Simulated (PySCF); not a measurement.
Job for PySCF: R-B3LYP/6-311+G** on C2H4O (a complex), monomers drawn apart or pushed together.

```python
from pyscf import gto, scf, dft, mp
from pyscf.data.elements import chemcore

mol = gto.M(
    atom='''
    O     0.08451706   -0.31129143   -0.10994372
    H     0.94369633   -0.13828417   -0.50903880
    H    -0.54012803    0.24480787   -0.58740955
    C    -0.04096867   -0.13497183    2.88718435
    C    -0.07422939    0.01057604    4.07621384
    H    -0.00967804   -0.25823161    1.82515912
    H    -0.10482283    0.13543706    5.13080603
    ''',
    basis='6-311+g**',
    charge=0, spin=0, verbose=3, max_memory=1800)
mf = dft.RKS(mol, xc='b3lyp')
mf.conv_tol = 1e-8
mf.max_cycle = 100
mf.kernel()
if not mf.converged:
    mf = mf.newton().run(mf.mo_coeff, mf.mo_occ)
```

What total energy does the run end on?

-153.8192 hartree.
